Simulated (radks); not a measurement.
Question: Species: Fe2+. Configuration: [Ar] 3d6. All-electron calculation, scalar-relativistic Kohn-Sham, LDA (Slater exchange, Perdew-Wang correlation), spin-polarised, spherical densities, point nucleus; open shells are filled with parallel spins first. Program: a radial shooting solver on a logarithmic mesh with Libxc functionals. Some entries of the table are withheld. Estimate them.

orbital  occ.  eigenvalue (eV)  <1/r> (bohr^-1)
1s up       1        -7001.411            25.93
1s down     1        -7001.399            25.93
2s up       1        -836.4942            5.542
2s down     1        -834.4701            5.551
2p up       3        -716.4137            5.446
2p down     3        -714.8518            5.454
3s up       1        -113.5724            1.747
3s down     1        -109.3670            1.739
3p up       3         -79.9670            1.609
3p down     3         -75.8667            1.598
3d up       5              (1)            1.250
3d down     1              (2)            1.213

Answer: 
(1) 3d up eigenvalue (eV): -27.4089
(2) 3d down eigenvalue (eV): -23.6813
